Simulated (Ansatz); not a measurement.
Input file for Ansatz (a program for electronic structure): R-RI-MP2/def2-QZVPP on H3InO2 (SMILES [OH][InH][OH]), a point of a torsion scan. Elements past Kr take the def2 small-core potentials; no spin–orbit coupling. Files ending in .json are basis or fitting sets from the Basis Set Exchange. The run froze 11 orbitals, filled d shells among them.

Ansatz 0.2 input:
```yaml
crystal:
  periodic: [false, false, false]
  atoms:
    - {symbol: O, position_ang: [-1.81988357, -0.40166110, 0.33417538]}
    - {symbol: In, position_ang: [-0.24768752, 0.62385020, 0.78444785]}
    - {symbol: O, position_ang: [0.26524732, 1.68784322, -0.75757863]}
    - {symbol: H, position_ang: [-1.81330860, -0.59191911, -0.60548046]}
    - {symbol: H, position_ang: [0.46627156, 0.63726242, 2.30124127]}
    - {symbol: H, position_ang: [1.01497774, 2.27591393, -0.69932863]}
basis:
  gaussian:
    orbitals: def2-QZVPP.json
    fitting: {mean_field: def2-universal-JKFIT, correlation: def2-QZVPP-RIFIT.json}
magnetization: {spin_polarized: false}
correlation: {method: mp2, electrons: outside_noble_gas}
scf: {lower_state_search: off}
```

Output:

```
WARN ansatz: RAYON_NUM_THREADS=1 ignored (pool sized by the plan → 1); use --threads N
Functional definition: HF
these checks for a lower state are left out or cut short: stability, starts, cluster_reference, orbital_swaps, neighbouring_geometries, increment
integrals: 0.30 GiB planned
426 factors; integrals over basis functions are off by at most 2.7e0 eV
mean field: 0.50 GiB planned
mean field evaluation 1: about -9266.8653 eV, gradient 5.9e1 eV
mean field evaluation 2: about -9269.5099 eV, gradient 4.7e1 eV
mean field evaluation 4: about -9273.0453 eV, gradient 7.6e-1 eV
mean field -9273.04686250 eV, -340.7781867001 hartree, gradient 1.8e-6 eV, S^2 0.000000; 0 other end points of the search recorded, 0 dependent functions left out
11 core orbitals not correlated, not the lowest: weight in the atoms' cores, before any rotation towards them, 0.892 or more for the frozen orbitals, at most 0.087 for the correlated occupied ones
726 factors; their error is unknown
reference -9273.04686250 eV, -340.7781867001 hartree; 9, 9 occupied and 266, 266 virtual orbitals, 726 factors
second order -16.78875093 eV of doubles, -0.00000000 eV of singles
Total energy: -9289.83561343 eV, -341.3951619170 hartree
Checks for a lower state left out: stability, starts, cluster_reference, orbital_swaps, neighbouring_geometries, increment
```

Self-consistency was reached.

Cost: about 2.6 core-seconds (a rough figure).
